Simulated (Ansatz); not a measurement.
`[F][Ti]([F])([F])[Cl]` + `[SH][Ge][Br]` → `[F][Ti]([F])([SH])[Cl]` + `[F][Ge][Br]` at 500 K and 1 bar (redistribution).

Program: Ansatz. Geometries: PBE0-D4/def2-TZVP. ΔE: electronic, gas phase. CCSD(T)/CBS is the MP2 limit (def2-TZVPP, def2-QZVPP) plus CCSD(T) − MP2 in def2-TZVPP, frozen cores. For Br, Ge, Ti outer-core shells are correlated without core-valence functions, which leaves a few kJ/mol of doubt a bond. Scalar relativity is left out up to krypton. One conformer a species, not always the lowest.

```csv
species,CCSD(T)/CBS energy (Eh),H − E (kJ/mol),S (J/(mol·K))
`[F][Ti]([F])([F])[Cl]`,-1608.34854,60.2,377.1
`[SH][Ge][Br]`,-5047.87083,55.7,354.8
`[F][Ti]([F])([SH])[Cl]`,-1906.90100,84.1,423.2
`[F][Ge][Br]`,-4749.29775,30.7,328.7
```

H − E and S are ideal-gas, rigid-rotor, harmonic terms from PBE0-D4/def2-TZVP, for one conformer and one mirror image of each species. 1 Eh = 2625.50 kJ/mol, R = 8.31446 J/(mol·K).

Task: By hand: ΔE, ΔH, ΔS and ΔG.

Result: ΔE = (-1906.90100) + (-4749.29775) − (-1608.34854) − (-5047.87083) = 0.02062 Eh = 54.1 kJ/mol. Δ(H − E) = 84.1 + 30.7 − 60.2 − 55.7 = -1.1, so ΔH = 53.0 kJ/mol. ΔS = 423.2 + 328.7 − 377.1 − 354.8 = 20.0 J/(mol·K). ΔG = 53.0 − 500 × (20.0)/1000 = 43.0 kJ/mol.

Task: By hand: the equilibrium constant, and the temperature at which ΔG would vanish if ΔH and ΔS stayed fixed.

Result: log₁₀ K = −ΔG/(RT ln 10) = -4.5. ΔG = 0 at ΔH/ΔS = 2650 K, far beyond where these terms or the molecules hold.

ΔH outweighs TΔS. A doubt of 5 kJ/mol in ΔE shifts log₁₀ K by 0.5 here. Other conformers and mirror images would add mixing entropy, several J/(mol·K) or more a flexible species. These are equilibria of isolated gas molecules and say nothing of rates. Largest T1 diagnostic: 0.025 (customary marks: 0.02 for closed shells, 0.045 for open ones).
